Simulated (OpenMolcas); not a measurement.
**Potential curves of GaCl: spin-free states**

Computed with OpenMolcas 26.06: state-averaged CASSCF(8,7) over Ga 4s 4p, Cl 3p, XMS-CASPT2 (IPEA 0.25, imaginary shift 0.2 hartree), scalar X2C, ANO-RCC-VTZP, then RASSI spin–orbit state interaction with atomic mean-field integrals. C2 symmetry about the axis (a holds Σ, Δ, Γ; b holds Π, Φ, H; Σ⁺ and Σ⁻ are not told apart); roots by multiplicity and irrep: 1a 5, 3b 2, 1b 2, 3a 5.

XMS-CASPT2 energies in eV from the lowest point. Curves are followed by energy order within each symmetry, so they are adiabatic and may change character at avoided crossings; Σ⁺ and Σ⁻ are counted together.

```
R (Å)  (1)1Σ  (1)3Π  (1)1Π  (1)3Σ  (1)1Δ  (2)1Σ  (1)3Δ
1.923  1.171  4.279  6.146  7.684  9.160  9.241  9.141
2.035  0.573  3.719  5.538  7.096  7.998  8.058  8.029
2.135  0.267  3.497  5.249  6.715  7.196  7.248  7.289
2.236  0.087  3.465  5.102  6.383  6.542  6.591  6.692
2.348  0.000  3.572  5.023  5.970  5.959  6.004  6.131
2.460  0.032  3.747  4.996  5.534  5.536  5.577  5.674
2.616  0.238  4.028  5.065  5.135  5.169  5.207  5.251
```

The 7 lowest clean curves are shown; the next is (2)3Σ, from 5.33 eV. Only roots inside an energy window near the equilibrium distance were included, so the list of states is not complete; labels number the states computed. Each spin and symmetry block has orbitals of its own, averaged over its own roots, so gaps between blocks are less sure than gaps within one and near the minimum can be off by tenths of an eV, in bad cases by more. No Rydberg orbitals are active, so Rydberg states, and σ→σ* states whose orbital the CASSCF left unused, can be missing between those listed. CASPT2 splits the two components of degenerate states numerically, here by up to 41 cm⁻¹. Points that failed a check (symmetry, reference weights, a jump) are left out.
